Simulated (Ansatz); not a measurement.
Consider the redistribution: `[CH3][Sn][CH3]` + `C=C([SiH3])OC` → `C[O][Sn][CH3]` + `C=C(C)[SiH3]`.

Computed with Ansatz on PBE0-D4/def2-TZVP structures; ΔE is electronic, products minus reactants. CCSD(T)/CBS adds triple-zeta CCSD(T) − MP2 to the extrapolated MP2 energy (def2 sets, frozen cores). Functionals use def2-TZVPP. B3LYP here is the variant with VWN-RPA as its local correlation; programs differ in this. def2 core potentials past Kr. For Sn outer-core shells are correlated without core-valence functions, which leaves a few kJ/mol of doubt a bond. One conformer a species, not always the lowest.

`[CH3][Sn][CH3]`:

Z-matrix (Å, degrees):
```
C
Sn 1 2.190
H 1 1.090 2 113.0
H 1 1.095 2 109.3 3 121.6
H 1 1.095 2 109.3 3 -121.5
C 2 2.190 1 92.8 3 -180.0
H 6 1.095 2 109.4 1 57.9
H 6 1.090 2 113.0 1 179.5
H 6 1.095 2 109.2 1 -59.0
```

`C=C([SiH3])OC`:

Z-matrix (Å, degrees):
```
Si
C 1 1.877
H 1 1.486 2 110.2
H 1 1.486 2 110.2 3 -119.7
H 1 1.485 2 108.2 3 120.2
O 2 1.356 1 111.9 3 60.0
C 2 1.336 1 122.5 3 -120.0
C 6 1.409 2 117.2 1 180.0
H 7 1.081 2 119.1 1 -0.0
H 7 1.083 2 123.8 1 180.0
H 8 1.095 6 111.0 2 -60.7
H 8 1.089 6 106.5 2 -179.9
H 8 1.095 6 111.1 2 60.8
```

`C[O][Sn][CH3]`:

Z-matrix (Å, degrees):
```
C
O 1 1.398
H 1 1.097 2 110.0
H 1 1.097 2 113.4 3 -120.8
H 1 1.097 2 110.1 3 118.3
Sn 2 1.980 1 129.7 3 122.0
C 6 2.195 2 97.8 1 -0.0
H 7 1.092 6 110.1 2 179.8
H 7 1.094 6 111.0 2 59.7
H 7 1.094 6 111.0 2 -60.2
```

`C=C(C)[SiH3]`:

```xyz
12

C     0.526    0.459    1.443
C     0.166    0.157    0.196
C     0.783    0.830   -0.993
Si   -1.145   -1.142   -0.096
H     0.081   -0.026    2.305
H     1.286    1.211    1.649
H     1.257    0.100   -1.657
H     1.538    1.561   -0.695
H     0.024    1.346   -1.591
H    -2.288   -0.566   -0.857
H    -1.632   -1.669    1.205
H    -0.595   -2.263   -0.909
```

```csv
level,ΔE (kcal/mol),difference from CCSD(T)/CBS
r2SCAN-D4,-24.8,1.1
B3LYP-D4,-25.6,0.3
ωB97M-V,-24.3,1.6
B2PLYP,-25.7,0.2
PBE,-24.4,1.5
B3LYP,-25.3,0.6
HF/def2-QZVPP,-24.9,1.0
MP2/def2-QZVPP,-26.3,-0.4
SCS-MP2/def2-QZVPP,-26.5,-0.6
MP2/CBS(def2),-26.9,-1.0
CCSD(T)/CBS,-25.9,0
```

Largest T1 diagnostic among the species: 0.017.

From PBE to PBE0 (25 % exact exchange), in def2-TZVPP and without D4, ΔE moves by +0.8 kcal/mol.
